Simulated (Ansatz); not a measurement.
Input for Ansatz (a program for electronic structure): U-B3LYP/cc-pVTZ on GeO, a point of a bond scan (R = 1.632 Å).

Ansatz 0.2 input:
```yaml
crystal:
  periodic: [false, false, false]
  atoms:
    - {symbol: Ge, position_ang: [-0.00000000, -0.00000000, -0.32648771]}
    - {symbol: O, position_ang: [0.00000000, 0.00000000, 1.30595083]}
basis:
  gaussian:
    orbitals: cc-pVTZ
hamiltonian:
  xc: {name: B3LYP}
magnetization: {spin_polarized: true, initial_magnetization: 0}
```

The head of its log:

```
WARN ansatz: RAYON_NUM_THREADS=1 ignored (pool sized by the plan → 1); use --threads N
Functional definition: B3LYP
integrals: 0.01 GiB planned
581 factors; their error is unknown
mean field: 0.25 GiB planned
mean field evaluation 1: about -58557.4543 eV, gradient 5.3e1 eV
mean field evaluation 2: about -58413.2713 eV, gradient 1.4e2 eV
```

Task: Predict the final total energy.

Result: -2152.3463 hartree.
